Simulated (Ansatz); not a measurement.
CH$_{6}$FNOZr (`[CH3][Zr]([NH2])([OH])[F]`). Charge 0, multiplicity 1. Zr: def2 effective core potential. The geometry is a stationary point of PBE0-D4/def2-TZVP. It is one conformer, not always the lowest.

```xyz
11

C    -0.493    0.328   -1.606
Zr   -0.353    0.059    0.603
N     0.959   -1.463    0.877
O     0.403    1.686    1.282
F    -2.119   -0.443    1.159
H     0.477    0.579   -2.049
H    -0.854   -0.584   -2.096
H    -1.192    1.136   -1.853
H     0.723   -2.446    0.847
H     1.938   -1.375    1.110
H     0.511    2.523    1.725
```

Q: What is the dipole moment at PBE/def2-TZVPP? (Best estimate.)

A: The calculation gave: 2.19 D, with components (1.83, 0.50, 1.08) D in this frame, pointing from negative to positive charge.

Q: And with r2SCAN, B3LYP, ωB97M-V? (An estimate is asked.)

A: Ansatz gave: r2SCAN 2.19 D, B3LYP 2.22 D, ωB97M-V 2.24 D.

Q: Give the Mulliken charges with PBE, r2SCAN, B3LYP in def2-TZVPP. (Estimate.)

A: Ansatz gave: 
| atom | PBE | r2SCAN | B3LYP |
| --- | --- | --- | --- |
| C1 | -0.58 | -0.51 | -0.58 |
| Zr2 | 1.18 | 1.34 | 1.35 |
| N3 | -0.52 | -0.61 | -0.55 |
| O4 | -0.47 | -0.53 | -0.52 |
| F5 | -0.36 | -0.41 | -0.41 |
| H6 | 0.10 | 0.07 | 0.09 |
| H7 | 0.09 | 0.07 | 0.09 |
| H8 | 0.10 | 0.07 | 0.09 |
| H9 | 0.14 | 0.16 | 0.13 |
| H10 | 0.15 | 0.16 | 0.13 |
| H11 | 0.18 | 0.19 | 0.18 |

B3LYP here is the variant with VWN-RPA as its local correlation; programs differ in this.
